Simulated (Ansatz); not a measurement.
`[CH3][Mo]([NH2])(=[O])=[O]` + H₂O → `[NH2][Mo](=[O])(=[O])[OH]` + CH₄ at 500 K and 1 bar (formal hydrolysis of a Mo–C bond).

Isolated molecules relaxed with PBE0-D4/def2-TZVP in Ansatz; ΔE leaves out vibrations. CCSD(T)/CBS adds triple-zeta CCSD(T) − MP2 to the extrapolated MP2 energy (def2 sets, frozen cores). This one scheme is used for every species. Elements past krypton have def2 core potentials. For Mo outer-core shells are correlated without core-valence functions, which leaves a few kJ/mol of doubt a bond. Each species was taken in one conformer, which may not be the lowest.

```json
{"species": "`[CH3][Mo]([NH2])(=[O])=[O]`", "CCSD(T)/CBS energy (Eh)": "-314.35398", "H − E (kJ/mol)": "226.3", "S (J/(mol·K))": "416.2"}
{"species": "H₂O", "CCSD(T)/CBS energy (Eh)": "-76.37941", "H − E (kJ/mol)": "73.2", "S (J/(mol·K))": "206.3"}
{"species": "`[NH2][Mo](=[O])(=[O])[OH]`", "CCSD(T)/CBS energy (Eh)": "-350.30648", "H − E (kJ/mol)": "163.7", "S (J/(mol·K))": "403.0"}
{"species": "CH₄", "CCSD(T)/CBS energy (Eh)": "-40.46206", "H − E (kJ/mol)": "135.6", "S (J/(mol·K))": "206.8"}
```

H − E and S are ideal-gas, rigid-rotor, harmonic terms from PBE0-D4/def2-TZVP, for one conformer and one mirror image of each species. 1 Eh = 2625.50 kJ/mol, R = 8.31446 J/(mol·K).

**Question.** By hand: ΔE, ΔH, ΔS and ΔG.

**Answer.** ΔE = (-350.30648) + (-40.46206) − (-314.35398) − (-76.37941) = -0.03515 Eh = -92.3 kJ/mol. Δ(H − E) = 163.7 + 135.6 − 226.3 − 73.2 = -0.2, so ΔH = -92.5 kJ/mol. ΔS = 403.0 + 206.8 − 416.2 − 206.3 = -12.7 J/(mol·K). ΔG = -92.5 − 500 × (-12.7)/1000 = -86.2 kJ/mol.

**Question.** By hand: the equilibrium constant, and the temperature at which ΔG would vanish if ΔH and ΔS stayed fixed.

**Answer.** log₁₀ K = −ΔG/(RT ln 10) = 9.0. ΔG = 0 at ΔH/ΔS = 7283 K, far beyond where these terms or the molecules hold.

The number of gas molecules stays the same, so ΔS is small and ΔH decides. A doubt of 5 kJ/mol in ΔE shifts log₁₀ K by 0.5 here. Other conformers and mirror images would add mixing entropy, several J/(mol·K) or more a flexible species. These are equilibria of isolated gas molecules and say nothing of rates. Largest T1 diagnostic: 0.025 (customary marks: 0.02 for closed shells, 0.045 for open ones).
